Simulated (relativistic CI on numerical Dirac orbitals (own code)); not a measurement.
# Radial parameters of V6+

Method of calculation: Dirac-Coulomb-Breit CI, orbitals from a KLI potential per configuration, a model potential for QED, unscaled Slater integrals (own radial code, finite nucleus).

Slater integrals F^k, G^k are unscaled and averaged over j, outside the closed core [Ne]; ζ comes from projecting the Hamiltonian with its Breit term on Σ l·s of the shell.

- 3s²3p⁵: ζ(3p) = 5160.7 cm⁻¹; <r>(3p) = 0.9197, <r^2>(3p) = 0.9787 (bohr units).
- 3s²3p⁴3d: F^2(3p,3p) = 109320, ζ(3p) = 5187.8, F^2(3p,3d) = 104460, G^1(3p,3d) = 126690, G^3(3p,3d) = 79357, ζ(3d) = 294.58 cm⁻¹; <r>(3p) = 0.9193, <r^2>(3p) = 0.9778, <r>(3d) = 0.948, <r^2>(3d) = 1.068 (bohr units).
- 3s3p⁵3d: G^1(3s,3p) = 145620, ζ(3p) = 5179, G^2(3s,3d) = 98447, F^2(3p,3d) = 104340, G^1(3p,3d) = 126580, G^3(3p,3d) = 79267, ζ(3d) = 310.64 cm⁻¹; <r>(3s) = 0.8907, <r^2>(3s) = 0.9058, <r>(3p) = 0.9198, <r^2>(3p) = 0.9791, <r>(3d) = 0.9491, <r^2>(3d) = 1.071 (bohr units).

Averages of the first 10 configurations, taken without configuration mixing, which lowers the lowest level and can move excited configurations by several eV; other configurations of the list can lie among them:

```tsv
Configuration	Parity	States	Average energy above the lowest level (eV)
3s²3p⁵	odd	6	4.3
3s3p⁶	even	2	38.7
3s²3p⁴3d	even	150	47.1
3s3p⁵3d	odd	120	79.3
3s²3p⁴4s	even	30	81.5
3p⁶3d	even	10	116.5
3s²3p⁴4p	odd	90	90.5
3s3p⁴3d²	even	1350	121.2
3s²3p⁴4d	even	150	103.6
3s²3p⁴4f	odd	210	112.2
```
